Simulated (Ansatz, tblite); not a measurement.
Forces on Si(eta1-allyl)H3 (C3H8Si) at its r2SCAN-D4/def2-SVP geometry. Total charge 0; singlet.

The xTB rows come from tblite. Another isomer (singlet) lies 0.34 eV lower at PBE0-D4/def2-TZVP; other spin states weren't run for this one.

GFN1-xTB (tblite), largest force 0.96 eV/Å:

```xyz
12
positions Å, forces eV/Å
C     0.311   -0.104    0.756    0.464   -0.061    0.053
C    -1.075    0.139    0.246   -0.894   -0.115   -0.326
C    -1.896   -0.794   -0.254    0.435    0.220    0.191
Si    1.634    0.550   -0.438    0.543    0.338   -0.612
H     0.469    0.401    1.726   -0.249   -0.161   -0.021
H     0.493   -1.181    0.914   -0.199    0.069    0.155
H    -1.416    1.184    0.264    0.161   -0.320    0.048
H    -1.604   -1.850   -0.297   -0.194    0.423   -0.025
H    -2.888   -0.533   -0.634    0.385   -0.158    0.161
H     1.404    2.002   -0.711    0.130   -0.647    0.101
H     1.573   -0.197   -1.730    0.045    0.342    0.550
H     2.995    0.385    0.159   -0.628    0.070   -0.277
```

GFN2-xTB (tblite), largest force 0.86 eV/Å:

```
C -0.107 -0.194 0.326
C -0.539 -0.347 -0.268
C 0.461 0.375 0.256
Si 0.506 0.325 -0.614
H -0.235 -0.196 -0.321
H -0.216 0.358 -0.025
H 0.237 -0.479 0.033
H -0.193 0.582 0.007
H 0.520 -0.200 0.197
H 0.067 -0.492 0.115
H -0.002 0.235 0.447
H -0.499 0.032 -0.155
```

PBE-D4/def2-TZVP (Ansatz), largest force 0.12 eV/Å:

```
C -0.019 -0.059 0.104
C -0.066 0.030 -0.047
C 0.024 0.015 0.016
Si -0.032 0.005 -0.002
H -0.011 -0.023 -0.063
H -0.014 0.063 -0.019
H 0.041 -0.094 0.001
H -0.039 0.096 -0.004
H 0.090 -0.039 0.030
H -0.001 0.022 -0.006
H -0.002 -0.014 -0.021
H 0.029 -0.001 0.011
```
